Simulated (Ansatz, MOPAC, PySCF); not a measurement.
Torsion H3–Si1–S2–H6 in H4SSi (SMILES [SiH3]S); at each angle all else is relaxed with GFN2-xTB, and the levels are single points there.
Geometry at 60° (charge 0, multiplicity 1):
```xyz
6

Si    -0.59786    -0.04524    -0.02357
S      1.42879    -0.28436    -0.69088
H     -0.73619    -0.76109     1.23814
H     -1.47134    -0.60599    -1.04646
H     -0.73300     1.39246     0.11773
H      1.41483    -1.60633    -0.77520
```

On the grid 0° to 120°, 0° is the highest and 60° the lowest point at MP2/CBS(cc-pV(T+d)Z, cc-pV(Q+d)Z) + ΔCCSD(T)/cc-pV(T+d)Z.

Correlated levels freeze the cores. CBS: X⁻³ extrapolation of the correlation energy, Hartree–Fock from the larger set. Rows in 3-21G, 6-311+G**, 6-31G*, LANL2DZ, STO-3G carry no dispersion term and start afresh at each structure (6-31G* with six Cartesian d functions). MP2/6-31G* freezes PySCF's default core. LANL2DZ brings its own core potentials from Na on. The state that AM1, PM3, PM6 reach isn't checked.

Run with Ansatz (a quantum-chemistry and plane-wave program) with Gaussian orbitals; MOPAC for AM1, PM3, PM6 (differences of heats of formation); PySCF for 3-21G rows, 6-311+G** rows, 6-31G* rows, LANL2DZ rows, STO-3G rows, the dispersion terms. Values without a source in brackets are computed.

Other levels give for the energy at 0° less that at 60°: PBE/def2-TZVPP 38.1; B3LYP/def2-TZVPP 38.9; B3LYP-D3(BJ)/def2-TZVPP 39.2; wB97M-V/def2-TZVPP 38.6; MP2/CBS(cc-pV(T+d)Z, cc-pV(Q+d)Z) + ΔCCSD(T)/cc-pV(T+d)Z 37.9 meV.

Problem. What do these common cheap choices give for the same quantity: AM1, PM3, PM6, HF/STO-3G, B3LYP/3-21G, B3LYP/6-311+G**, B3LYP/LANL2DZ, MP2/6-31G*?

Solution. AM1 2.8; PM3 17.1; PM6 18.8; HF/STO-3G 34.2; B3LYP/3-21G 34.6; B3LYP/6-311+G** 41.6; B3LYP/LANL2DZ 36.7; MP2/6-31G* 47.7 meV. They span 2.8 to 47.7 meV.
